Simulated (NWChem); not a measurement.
MgNH2Cl; SMILES [NH2][Mg][Cl]

```xyz
5

Mg     0.0000     0.0000    -0.5110
Cl     0.0000     0.0000     1.6979
N      0.0000     0.0000    -2.3930
H      0.0000     0.8195    -2.9903
H      0.0000    -0.8195    -2.9903
```
Atoms are numbered in this order, from 1.

All runs: NWChem. Pople sets run with spherical d functions. Structure relaxed at the B3LYP/6-31G* (spherical d) level. Ions are spin-unrestricted doublets at the neutral geometry; other ion states weren't tried. Functional: LC-ωPBE (HJS hole) with 6-31G*; rows give the range parameter ω in 1/bohr.

For range parameter (1/bohr) 0.35:

- −ε(HOMO) (eV): 8.94

Task: Estimate the same quantities for range parameter (1/bohr) 0.40.

Result: The −ε(HOMO) (eV) comes out as 9.25.
